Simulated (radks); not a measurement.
Question: These are the eigenvalues of the occupied orbitals of an atom or ion with whole-number occupations (eV). All-electron calculation, scalar-relativistic Kohn-Sham, r2SCAN, spin-polarised, spherical densities, finite nucleus; meta-GGA in the generalised Kohn-Sham scheme; Fermi nuclear charge, rms radius of each element as measured or else 0.836 A^(1/3) + 0.57 fm. Program: a radial shooting solver on a logarithmic mesh with Libxc functionals.

orbital  eigenvalue
1s        -9200.181
2s        -1400.908
2p        -1252.736
3s        -399.7112
3p        -353.1403

Which element is it, and in what charge state? The configuration may be excited. Open shells, if any, are filled with parallel spins first.

Answer: Z = 29, copper, charge +11: Cu11+ in [Ar]. The list shows which subshells hold electrons but not how many an open one holds; the 1s level, -338.1 hartree, gives Z - s = 26.0 by -(Z - s)^2/2, which with screening and relativity narrows Z to a few neighbours, and the depths of the outer levels then fix element, charge and occupations together.
